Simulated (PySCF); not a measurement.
Simulated absorption spectrum

Compound: Ge(eta1-allyl)H3, C3H8Ge.
InChI=1S/C3H8Ge/c1-2-3-4/h2H,1,3H2,4H3

The calculation used TDDFT CAM-B3LYP/def2-SVPD, vertical, gas phase, core orbitals frozen in the response (PySCF 2.14.0, density-fitted response routines). One conformer (not necessarily the lowest) at the PBE0-D3(BJ)/def2-SVP geometry, without solvent, vibrations or thermal averaging. The CAM-B3LYP/def2-SVPD calculation is non-relativistic and has no spin–orbit coupling, an omission that weighs most on germanium.

Computed states:

| state | E (eV) | f |
| --- | --- | --- |
| S1 | 6.73 | 0.110 |
| S2 | 6.80 | 0.403 |
| S3 | 7.42 | 0.013 |
| S4 | 7.59 | 0.014 |
| S5 | 7.72 | 0.098 |
| S6 | 8.05 | 0.0016 |
| S7 | 8.16 | 0.0049 |
| S8 | 8.19 | 0.013 |
| S9 | 8.55 | 0.0027 |
| S10 | 8.65 | 0.022 |
| S11 | 8.70 | 0.044 |
| S12 | 8.71 | 0.130 |
| S13 | 8.81 | 0.064 |
| S14 | 8.83 | 0.053 |
| S15 | 8.88 | 0.035 |

Each state is given a Gaussian of 0.4 eV full width at half maximum, with ε(max) = 2.175×10⁸ f / Δν̃ (Δν̃ the width in cm⁻¹). The width is an assumption, not a result. The curve ends short of the highest state used, and states not computed would add to its high-energy end.

Task: Give the broadened spectrum and its maxima.

Result: 
```
λ (nm)  ε (L mol⁻¹ cm⁻¹)
 149.7              1893
 150.7              1659
 151.6              1615
 152.6              1675
 153.5              1841
 154.5              2218
 155.4              2790
 156.4              3697
 157.3              4694
 158.3              5848
 159.2              6753
 160.2              7420
 161.2              7609
 162.1              7356
 163.1              6686
 164.0              5855
 165.0              4833
 165.9              3937
 166.9              3056
 167.8              2414
 168.8              1899
 169.7              1646
 170.7              1651
 171.6              1991
 172.6              2857
 173.5              4192
 174.5              6410
 175.5              9465
 176.4             12891
 177.4             17276
 178.3             21472
 179.3             25991
 180.2             29526
 181.2             32428
 182.1             33837
 183.1             33914
 184.0             32675
 185.0             30056
 185.9             26873
 186.9             22810
 187.9             18597
 188.8             14969
 189.8             11347
 190.7              8572
 191.7              6070
 192.6              4321
 193.6              2870
 194.5              1932
 195.5              1209
 196.4               772
 197.4               457
 198.3               278
 199.3               156
 200.2                91
 201.2                48
 202.2                25
```

Maxima: 183 nm (6.79 eV), ε about 34000, made up of S1 (21%) and S2 (79%); 161 nm (7.70 eV), ε about 7600, made up of S4 (11%) and S5 (86%) (ε in L mol⁻¹ cm⁻¹; maxima over ε = 5, shares over 10%). At its high-energy end, 8.28 eV, the curve is still rising (ε about 1900, from S7, S8 and S12).

Task: What would ε be at 6.79 eV, the highest of these maxima, with half the width (0.2 eV)?

Result: About 65600 L mol⁻¹ cm⁻¹ against 34100, a factor of about 1.9; a lone state at its own centre would give exactly 2.

Task: On this curve, what absorbance would a 10⁻⁵ mol/L sample give at 193 nm over a 1 cm path?

Result: 193 nm is 6.424 eV, where ε is about 3700 L mol⁻¹ cm⁻¹, so A = ε c l ≈ 0.037 (Beer–Lambert, with the gas-phase spectrum and the assumed width).

Task: Coming from long wavelengths, where does ε first pass 100 L mol⁻¹ cm⁻¹?

Result: At about 200 nm (6.20 eV), 0.53 eV below S1.

Time: 23 s of wall time (with the writing of density and orbital grids); peak memory 0.77 GiB. Hardware: an Arm Neoverse V2 with one thread, on a shared host.
